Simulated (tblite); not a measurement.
Planning a vibrational analysis on `CC[SiH2]O[Si@@H](N)[SiH2][SiH3]`.

Method: GFN2-xTB harmonic vibrations, gas phase (tblite 0.8.0). Geometry: GFN2-xTB. Work: Hessian by finite differences. A driver script takes a list of jobs; this job's settings line and coordinates (Å) are shown.

Command:
```bash
OMP_NUM_THREADS=1 python probes_run.py task.json out
```

Input:
```
{"job": {"kind": "ir", "xc": "GFN2-xTB", "basis": "xTB"}, "charge": 0, "multiplicity": 1}
C      2.452168    -0.443226     0.822324
C      2.805029     0.366588    -0.421900
Si     1.411467     1.535399    -0.979547
O      0.032546     0.736966    -1.246471
Si    -1.005204    -0.507758    -1.068277
N     -0.081083    -1.932716    -1.376693
Si    -1.823749    -0.569757     1.083627
Si    -3.540411     0.919844     1.518624
H      1.577522    -1.062321     0.633671
H      3.276914    -1.094566     1.111034
H      2.229985     0.215458     1.659651
H      3.709221     0.946833    -0.227784
H      3.055092    -0.324765    -1.229936
H      1.107672     2.519063     0.062999
H      1.738678     2.152871    -2.266427
H     -1.982419    -0.185832    -2.124431
H     -0.521055    -2.834393    -1.302562
H      0.576395    -1.928933    -2.141867
H     -0.776800    -0.402265     2.111596
H     -2.316196    -1.937496     1.360207
H     -4.741989     0.617597     0.731830
H     -3.991945     0.929518     2.913850
H     -3.196592     2.310874     1.205376
```

Hardware: an Intel Xeon at 2.50 GHz with one thread, shared host with 64 logical CPUs at a one-minute load of 60.

Question: Which is nearest to the wall time?
A. under 0.1 s
B. 5.4 s
C. 0.68 s

Answer: B. The run took 5.4 s. The Hessian needs 6N = 138 gradient evaluations, 39 ms each.

Question: At this speed, how long would 1000 such jobs take on 8 cores, one job a core?

Answer: 1000/8 gives 125 rounds of 5.4 s, about 11 min of wall time and 1.5 core-hours, if the jobs don't slow each other.

Times come from a shared host and carry two figures at best.

The run converged: 63 modes from -14 to 3516 cm⁻¹ (unscaled, harmonic, a negative number standing for an imaginary wavenumber); zero-point energy 100.3 kcal/mol from the real modes; the lowest is imaginary at this level.
